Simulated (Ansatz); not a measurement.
A nudged elastic band was laid between two geometries of AlF₂H₃N (7 atoms, charge 0, multiplicity 2).

Level of theory: UHF/6-31G* in Ansatz.

```
movable images  : 5
climbing image  : yes
spring          : 5.0 eV/Å²
optimiser       : quadratic models (default)
start path      : through a guess of the saddle point
force threshold : 0.05 eV/Å
iteration limit : 60
end points      : relaxed
```

Initial state:

```xyz
7
Properties=species:S:1:pos:R:3
Al -0.090 0.317 0.644
H -0.525 1.831 0.751
F 1.463 -0.023 0.195
F -1.226 -0.794 0.190
N 0.087 -0.310 2.614
H -0.653 -0.733 3.150
H 0.943 -0.289 3.146
```

Final state:

```xyz
7
Properties=species:S:1:pos:R:3
Al 0.021 0.088 0.198
H -0.438 1.264 2.584
F 1.575 -0.503 0.230
F -1.142 -1.100 0.144
N -0.104 0.372 2.264
H -0.722 -0.340 2.617
H 0.811 0.218 2.653
```

Which bonds break or form, and what moves?

Bonds broken: Al1–H2. Bonds formed: H2–N5.

What energy profile does the band end with?

The forces met the threshold. The highest image is number 3 of 0 to 6, 32.4 kcal/mol above the first end and 43.9 kcal/mol above the last; the last end lies 11.4 kcal/mol below the first. Neighbouring images differ by up to 1.3 eV, so the band resolves the path poorly. A vibrational analysis at the climbing image gives one clearly imaginary mode, 1822i cm⁻¹: a first-order saddle point.

```csv
image,path coordinate (Å),energy (kcal/mol),Al1–H2 (Å),H2–N5 (Å)
0,0.00,0.0,1.58,2.90
1,0.58,2.4,1.59,2.54
2,1.17,9.8,1.63,2.09
3,1.75,32.4,1.78,1.36
4,2.20,2.9,2.09,1.03
5,2.65,-8.7,2.47,1.00
6,3.10,-11.4,2.70,1.00
```

What is the geometry of the highest image?


```xyz
7
Properties=species:S:1:pos:R:3:forces:R:3
Al -0.041 0.146 0.569 -0.01 -0.03 0.00
H -0.306 1.083 2.057 0.01 -0.03 0.01
F 1.415 0.168 -0.180 0.00 0.01 -0.01
F -1.305 -0.597 -0.162 0.00 0.01 -0.01
N 0.053 -0.175 2.440 0.00 0.04 0.00
H -0.708 -0.545 2.981 0.00 0.01 0.00
H 0.892 -0.080 2.984 -0.01 -0.01 0.00
```

The band took 23 iterations and of the order of 2.1 core-minutes.

Time of the run: 2.1 min on 1 thread of Arm Neoverse V1, on a shared host, peak memory 0.15 GiB.
